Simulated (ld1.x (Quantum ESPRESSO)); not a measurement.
**sulfur (S): one change to an ultrasoft potential, before and after**

```json
{
  "Element": "S (Z = 16)",
  "Generator": "ld1.x (Quantum ESPRESSO) 7.5",
  "Type": "ultrasoft",
  "Functional": "PBEsol",
  "Relativity": "scalar-relativistic",
  "Frozen core": "[Ne]",
  "Valence charge": "6",
  "Reference configuration": "3s1.75 3p4.25",
  "Partial waves": "3s (bound): rcut 1.45, rcutus 1.65 bohr; 3s channel at -0.85 Ry: rcut 1.45, rcutus 1.65 bohr; 3p (bound): rcut 1.25, rcutus 1.65 bohr; 3p channel at 0.25 Ry: rcut 1.25, rcutus 1.65 bohr; 3d channel at 0.35 Ry: rcut 1.30, rcutus 1.50 bohr",
  "Local potential": "all-electron potential smoothed inside 1.45 bohr (lloc = -1)",
  "Core correction": "none",
  "Augmentation charge": "built from norm-conserving waves at rcut, not smoothed further"
}
```

Change: reference 3s1 3p5; added wave 3d channel at 2.65 Ry: rcut 1.30, rcutus 1.50 bohr.

Cutoffs: the cutoffs (Ry, on a coarse ladder) from which the occupation-weighted sum of valence levels, in a spherical-Bessel basis at the reference potential, stays within 10 and 1 mRy of its value at 400 Ry; they do not see the model core or the augmentation charge, which bear on the density cutoff. Errors are all-electron minus pseudo energies relative to the spin-unpolarised reference configuration.

What does the change do?

The potential gets harder (18 Ry and 30 Ry → 21 Ry and 30 Ry); neither file shows a bound ghost.

```tsv
quantity	base	changed
cutoff, loose	18 Ry	21 Ry
cutoff, tight	30 Ry	30 Ry
bound ghosts	none	none
largest error over its own tests, meV	+52	+47
s: phases at 1.79 bohr within 0.05 rad from the reference energy up to (Ry; the scan ends near 5)	to the end of the scan	to the end of the scan
p: phases at 1.79 bohr within 0.05 rad from the reference energy up to (Ry; the scan ends near 5)	to the end of the scan	to the end of the scan
d: phases at 1.79 bohr within 0.05 rad from the reference energy up to (Ry; the scan ends near 5)	to the end of the scan	to the end of the scan
lowest overlap eigenvalue by channel	s 0.39, p 0.73, d 1.00	s 0.39, p 0.74, d 0.96
```
